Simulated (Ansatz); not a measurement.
Z-matrix (Å, degrees):
```
C
B 1 1.555
H 1 1.096 2 110.1
H 1 1.092 2 113.6 3 122.8
H 1 1.096 2 109.6 3 -115.0
F 2 1.329 1 119.3 3 -124.2
Ge 2 2.089 1 124.4 3 56.0
H 7 1.540 2 111.0 1 -120.5
H 7 1.540 2 111.0 1 120.5
H 7 1.540 2 112.1 1 -0.0
```

The species carries charge 0 and has multiplicity 1.

List the ωB97M-V/def2-TZVPP orbital energies in eV (the Gaussian-basis code of Ansatz). (Best estimate.)

Computed: Occupied: -10866.05, -1361.94, -1209.66, -1209.66, -1209.65, -678.01, -281.04, -189.54, -173.69, -122.94, -122.94, -122.90, -36.82, -35.75, -35.74, -35.69, -35.66, -35.66, -22.78, -18.69, -17.81, -15.86, -15.80, -14.36, -13.86, -13.23, -11.69, -11.65, -10.04. Lowest empty: 0.91, 1.95, 2.92, 3.32, 3.63, 3.92, 4.13, 4.16.
